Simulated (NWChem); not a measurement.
Molecule: GeHOBr, singlet; SMILES [OH][Ge][Br]

```xyz
4

Ge     0.4127     0.9824     0.0000
Br    -0.0456    -1.3211     0.0000
O     -1.2824     1.5376     0.0000
H     -1.3525     2.5015     0.0000
```
Atoms are numbered in this order, from 1.

Program: NWChem. Medium grid unless said otherwise, to which SCAN and Minnesota functionals are sensitive. Low-valent species are run as closed-shell singlets; no triplet was tried in these runs. All runs use the structure optimised with PBE0/def2-SVP. Hybrids' shares of exact exchange are those that their runs print; pure functionals count as 0. The functionals differ in more than this share.

| row | share of exact exchange | orbital gap (eV) |
|---|---|---|
| PBE/def2-TZVP | 0.00 | 3.30 |
| r2SCAN/def2-TZVP | 0.00 | 3.62 |
| B3LYP/def2-TZVP | 0.20 | 4.75 |
| r2SCAN0/def2-TZVP | 0.25 | 5.36 |
| MPW1K/def2-TZVP | 0.43 | withheld |

**Question.** Fit a straight line of the last column on the one before it, predict the withheld value, and compare with the run.

**Answer.** 
1. Means of the 4 shown rows: x = 0.113, y = 4.258. Slope Σ(x − x̄)(y − ȳ)/Σ(x − x̄)² = 0.3741/0.05188 = 7.212; intercept 3.446.
2. The shown rows scatter about the line by 0.144 (root mean square); the largest residual is +0.17, at r2SCAN/def2-TZVP.
3. At x = 0.43 (MPW1K/def2-TZVP; beyond the shown range) the line gives 6.55.
4. The run gives 6.49, -0.06 from the line, 0.4 times the scatter.
